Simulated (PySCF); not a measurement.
**Different ions with Cl ligands: square pyramidal complexes compared**

All values are computed with PySCF: state-averaged CASSCF of the d shell with SC-NEVPT2, spin-free X2C, triple-zeta basis on the metal and double-zeta on the ligands, mean-field spin-orbit coupling; model geometries with bond lengths from ionic radii.

```
  complex  point group  M–L / Å  L–M–L / ° (cis)  solvent
[TiCl5]2-          C4v     2.32           88–100    water
[CrCl5]3-          C4v     2.45           88–100    water
[FeCl5]3-          C4v     2.43           88–100    water
 [VCl5]2-          C4v     2.29           88–100    water
```

Rank by the spin-orbit constant ζ, lowest first.
A. [CrCl5]3-
B. [VCl5]2-
C. [FeCl5]3-
D. [TiCl5]2-

D (117 cm⁻¹), B (169 cm⁻¹), A (223 cm⁻¹), C (397 cm⁻¹).

What are the ground states and moments?


| complex | shell | ground state (NEVPT2) | total orbital splitting (CASSCF fit) / cm⁻¹ | μeff(300 K) / μB |
| --- | --- | --- | --- | --- |
| [TiCl5]2- | d1 | 2E | 15252 | 1.89 |
| [CrCl5]3- | d4 | 5B1 | 8220 | 4.87 |
| [FeCl5]3- | d6 | 5E | 6509 | 5.74 |
| [VCl5]2- | d2 | 3E | 14678 | 2.73 |

In [TiCl5]2- the next state lies within 300 cm⁻¹ of the lowest, inside the method's error, so which of them is lowest is undecided.

The square pyramidal shape is imposed. Real complexes may take another, with another ground state.
